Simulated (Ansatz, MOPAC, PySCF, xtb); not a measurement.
Pair of molecules: aminoborane (SMILES BN) (first 6 atoms) with aminoborane (SMILES BN); geometry from B3LYP-D3(BJ)/def2-TZVP, rigid monomers moved along the line of their centres of mass till H5···N8 is 2.81 Å.
(charge 0, multiplicity 1):
```
atom    x (Å)    y (Å)    z (Å)
----  -------  -------  -------
B     -0.7839   0.3552  -0.2907
N      0.4300  -0.1995   0.0779
H     -1.0886   0.4051  -1.4420
H     -1.5094   0.7811   0.5601
H      0.7315  -0.2696   1.0382
H      1.0855  -0.5799  -0.5849
B      0.2596  -0.7178   4.3674
N     -0.0026   0.4450   3.6537
H     -0.4514  -1.6622   4.2135
H      1.1993  -0.7465   5.1013
H      0.5403   1.2876   3.7540
H     -0.7925   0.5547   3.0361
```

Counterpoise-corrected where a basis set is named; no monomer relaxation. Rows marked so take none.

Correlated levels freeze the cores. Rows in 3-21G, 6-31G* carry no dispersion term and start afresh at each structure (6-31G* with six Cartesian d functions). The state reached by AM1 isn't checked.

Programs: Ansatz (a program for electronic structure); MOPAC for AM1 (differences of heats of formation); PySCF for 3-21G rows, 6-31G* rows, the dispersion terms; xtb for the GFN methods. Each number belongs to the level named beside it.

| level | interaction energy (kJ/mol) |
|---|---|
| AM1 | -2.3 |
| GFN2-xTB | -9.3 |
| r2SCAN/def2-TZVPPD | -8.3 |
| B3LYP/3-21G (no counterpoise) | -13.6 |
| B3LYP/6-31G* | -6.6 |
| B3LYP-D3(BJ)/def2-TZVPPD | -10.1 |
| PBE0/def2-TZVPPD | ? |
| M06-2X/6-31G* (no counterpoise) | ? |
| CCSD(T)/aug-cc-pVDZ | -9.0 |

Question: What belongs in the gaps?

Answer: 
- PBE0/def2-TZVPPD, interaction energy (kJ/mol): -7.2
- M06-2X/6-31G* (no counterpoise), interaction energy (kJ/mol): -12.4
